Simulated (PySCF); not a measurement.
OPb, neutral, multiplicity 1. Atoms are numbered in the order given.

```xyz
2

Pb     0.0000     0.0000    -0.1692
O      0.0000     0.0000     1.7343
```
Charge 0, spin multiplicity 1.

Coordinates come from a PBE0-D3(BJ)/def2-TZVP optimisation. The def2 effective core potentials stand for the cores of Pb; spin–orbit coupling is left out.

Level of theory: IEF-PCM-ωB97X/def2-TZVPD in PySCF 2.14.0.

The values are the electrostatic part of the solvation free energy, E(continuum) − E(gas) at the gas-phase geometry, in a cavity of scaled van der Waals radii (PySCF's table); cavitation and dispersion terms are not included. A continuum can't describe solvent molecules that bind to the metal. In vacuum the orbital gap is 9.12 eV. The dipole moment in vacuum is 5.08 D.

```json
[
 {"solvent": "water", "ε": "78.36", "ΔG(elec) (kcal/mol)": "-17.7", "dipole (D)": "7.78", "gap (eV)": "9.72"},
 {"solvent": "toluene", "ε": "2.37", "ΔG(elec) (kcal/mol)": "-7.7", "dipole (D)": "6.24", "gap (eV)": "9.36"},
 {"solvent": "1-octanol", "ε": "9.86", "ΔG(elec) (kcal/mol)": "-15.0", "dipole (D)": "7.36", "gap (eV)": "9.62"}
]
```
